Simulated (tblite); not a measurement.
A geometry optimisation, step by step.

Species: C₄H₁₁FGeO.
SMILES with atom numbers: `[CH3:1][CH2:2][O:3][C@@H:4]([F:5])[CH2:6][GeH3:7]` (hydrogens: H8, H9, H10 on C1; H11, H12 on C2; H13 on C4; H14, H15 on C6; H16, H17, H18 on Ge7)

Computed with GFN2-xTB (tblite), gas phase: L-BFGS steps from a force-field or distance-geometry start until the largest atomic force falls under 0.01 eV/Å. 4 of its 145 geometries are shown.

Step 0: E = -677.2031 eV, largest atomic force 2.050 eV/Å
```
atom  x, y, z in Å  |  force x, y, z in eV/Å
C1      2.477    0.759    1.151   -0.238   0.348   0.587
C2      1.732    0.140   -0.035    1.188   0.051   0.575
O3      0.461   -0.275    0.396   -0.868  -0.596  -1.759
C4     -0.218   -0.913   -0.680   -0.818  -0.081   1.686
F5      0.309   -2.191   -0.843    0.085   0.547  -0.238
C6     -1.703   -1.054   -0.332    0.144  -0.351   0.195
Ge7    -2.545    0.703   -0.204   -0.085   0.649   0.513
H8      1.909    1.648    1.529    0.481  -0.803  -0.256
H9      2.575    0.018    1.974   -0.105   0.567  -0.590
H10     3.476    1.090    0.839   -0.362  -0.151   0.108
H11     1.661    0.896   -0.835   -0.103  -0.244  -0.015
H12     2.332   -0.735   -0.384   -0.412   0.404  -0.037
H13    -0.137   -0.352   -1.618    0.453  -0.198  -0.109
H14    -1.814   -1.588    0.635    0.153   0.180  -0.615
H15    -2.216   -1.626   -1.121    0.327  -0.022   0.293
H16    -2.397    1.445   -1.539   -0.102  -0.166   0.432
H17    -4.048    0.525    0.134    0.673   0.143  -0.198
H18    -1.862    1.518    0.921   -0.412  -0.275  -0.573
```

Step 48: E = -677.5159 eV, largest atomic force 0.094 eV/Å
```
atom  x, y, z in Å  |  force x, y, z in eV/Å
C1      2.249    0.833    1.125    0.019   0.038   0.030
C2      1.710    0.203   -0.146    0.001   0.002   0.005
O3      0.343   -0.113    0.084   -0.053  -0.008  -0.020
C4     -0.240   -1.009   -0.776   -0.052  -0.019   0.019
F5      0.383   -2.249   -0.658    0.004   0.063  -0.011
C6     -1.691   -1.113   -0.368    0.012  -0.007   0.003
Ge7    -2.314    0.728   -0.019    0.065  -0.066   0.011
H8      1.702    1.742    1.355   -0.057   0.017  -0.017
H9      2.127    0.138    1.952    0.029   0.003   0.009
H10     3.300    1.077    1.014    0.053  -0.027  -0.034
H11     1.784    0.896   -0.995    0.010   0.018  -0.029
H12     2.265   -0.709   -0.389    0.003  -0.042   0.027
H13    -0.096   -0.729   -1.837   -0.060  -0.012   0.071
H14    -1.730   -1.673    0.568   -0.009  -0.023  -0.058
H15    -2.276   -1.655   -1.110    0.050   0.071   0.003
H16    -2.024    1.620   -1.182    0.028  -0.009  -0.012
H17    -3.801    0.710    0.166   -0.020   0.004  -0.011
H18    -1.702    1.310    1.203   -0.023  -0.002   0.012
```

Step 96: E = -677.5577 eV, largest atomic force 0.051 eV/Å
```
atom  x, y, z in Å  |  force x, y, z in eV/Å
C1      2.190    0.998    1.014   -0.016  -0.001   0.012
C2      1.714    0.079   -0.096    0.008   0.012   0.017
O3      0.339   -0.209    0.126   -0.006   0.007   0.005
C4     -0.250   -1.054   -0.782    0.006  -0.001   0.003
F5      0.323   -2.316   -0.680    0.006   0.012  -0.015
C6     -1.724   -1.109   -0.463    0.007  -0.009   0.003
Ge7    -2.222    0.701    0.144   -0.003   0.013   0.008
H8      1.569    1.890    1.042    0.016   0.003  -0.013
H9      2.110    0.492    1.973    0.012   0.015  -0.020
H10     3.225    1.282    0.841   -0.032  -0.007   0.015
H11     1.828    0.563   -1.078   -0.014  -0.017  -0.001
H12     2.291   -0.854   -0.097   -0.027  -0.016  -0.001
H13    -0.048   -0.742   -1.823   -0.007   0.000   0.010
H14    -1.876   -1.826    0.344   -0.004   0.011  -0.022
H15    -2.297   -1.445   -1.326    0.028  -0.001   0.021
H16    -1.645    1.741   -0.759    0.001   0.000  -0.003
H17    -3.717    0.829    0.061    0.004   0.007   0.018
H18    -1.819    0.986    1.548    0.022  -0.028  -0.037
```

Step 144: E = -677.5664 eV, largest atomic force 0.008 eV/Å
```
atom  x, y, z in Å  |  force x, y, z in eV/Å
C1      2.141    1.066    0.962    0.002   0.002   0.004
C2      1.726    0.008   -0.043    0.002   0.000   0.002
O3      0.333   -0.227    0.115    0.000  -0.003  -0.007
C4     -0.248   -1.044   -0.822   -0.005  -0.004  -0.002
F5      0.312   -2.312   -0.747    0.004   0.000   0.003
C6     -1.726   -1.090   -0.524   -0.007   0.002  -0.001
Ge7    -2.187    0.679    0.219   -0.001   0.000  -0.003
H8      1.575    1.979    0.792    0.000  -0.005   0.000
H9      1.939    0.716    1.970    0.000   0.004   0.002
H10     3.202    1.277    0.862    0.002  -0.001  -0.003
H11     1.919    0.347   -1.071    0.000  -0.001   0.004
H12     2.273   -0.928    0.126    0.000   0.004  -0.002
H13    -0.026   -0.707   -1.851   -0.001   0.002   0.000
H14    -1.907   -1.863    0.221    0.001   0.003  -0.002
H15    -2.295   -1.346   -1.416    0.000  -0.001   0.000
H16    -1.665    1.772   -0.655    0.000  -0.003   0.003
H17    -3.684    0.811    0.243    0.003  -0.001   0.001
H18    -1.691    0.869    1.607   -0.001   0.001   0.002
```

Task: Summarise the path.

Result: The energy falls by 8.38 kcal/mol from step 0 to step 144; nine tenths of that is first reached at step 59. It falls at every step. The largest force goes from 2.050 to 0.008 eV/Å. Among the bonds Ge7–H18 changes most, from 1.547 to 1.486 Å; the atoms move by 0.598 Å rms after alignment.

The cost below is that of the whole relaxation. On one thread of an Arm Neoverse V1, on a shared host, this took 0.94 s of wall time.
